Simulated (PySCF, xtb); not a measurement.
C3H7ClSi, SMILES C/C=C/[SiH2]Cl.

GFN2-xTB (xtb) at its own geometry gives an orbital gap of 4.60 eV and a dipole moment of 2.65 D.

Geometry: PBE0-D3(BJ)/def2-SVP. The structure was generated by enumeration; whether it is a known compound was not checked. Other conformers were not sampled.

### Question
What does M06-2X/def2-TZVP (PySCF) give? (An estimate is asked for; the answer gives what the named calculation found.)

### Answer
gap 9.23 eV (levels -9.05 and 0.19 eV), dipole 2.65 D.
